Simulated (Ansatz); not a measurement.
Consider the substitution at a C–C bond: `NC[CH2][GeH3]` + H–F → `NCF` + `[CH3][GeH3]`.

Computed with Ansatz on PBE0-D4/def2-TZVP structures; ΔE is electronic, products minus reactants. CBS: MP2 limit from def2 TZ/QZ plus the TZ coupled-cluster correction, frozen cores. This one scheme is used for every species. DFT in def2-TZVPP. B3LYP here is the variant with VWN-RPA as its local correlation; programs differ in this. For Ge outer-core shells are correlated without core-valence functions, which leaves a few kJ/mol of doubt a bond. Scalar relativity is left out up to krypton. One conformer a species, not always the lowest.

```csv
level,ΔE (kJ/mol),difference from CCSD(T)/CBS
PBE0-D4,-6.1,-12.7
B3LYP-D4,-13.9,-20.5
ωB97X-V,-12.5,-19.1
ωB97M-V,-9.6,-16.2
B2PLYP,-13.2,-19.8
PBE,-16.9,-23.5
PBE0,-11.6,-18.2
B3LYP,-23.6,-30.2
HF/def2-TZVPP,-25.5,-32.1
SCS-MP2/def2-TZVPP,0.9,-5.7
HF/def2-QZVPP,-24.9,-31.5
MP2/def2-QZVPP,12.4,5.8
SCS-MP2/def2-QZVPP,4.3,-2.3
HF/CBS(def2),-24.8,-31.4
MP2/CBS(def2),14.7,8.1
CCSD/CBS(def2),4.6,-2.0
CCSD(T)/CBS,6.6,0
```

Largest T1 diagnostic among the species: 0.011.

In def2-TZVPP, CCSD(T) changes the Hartree–Fock value by +26.3 kJ/mol (the triples alone add +2.0 kJ/mol) and MP2 by +34.4 kJ/mol. The D4 term adds +9.7 kJ/mol with B3LYP and +5.5 kJ/mol with PBE0; it sums over pairs of atoms, weighted by their polarisabilities, and B3LYP, whose exchange is more repulsive, gets the larger term. From PBE to PBE0 (25 % exact exchange), in def2-TZVPP and without D4, ΔE moves by +5.3 kJ/mol.
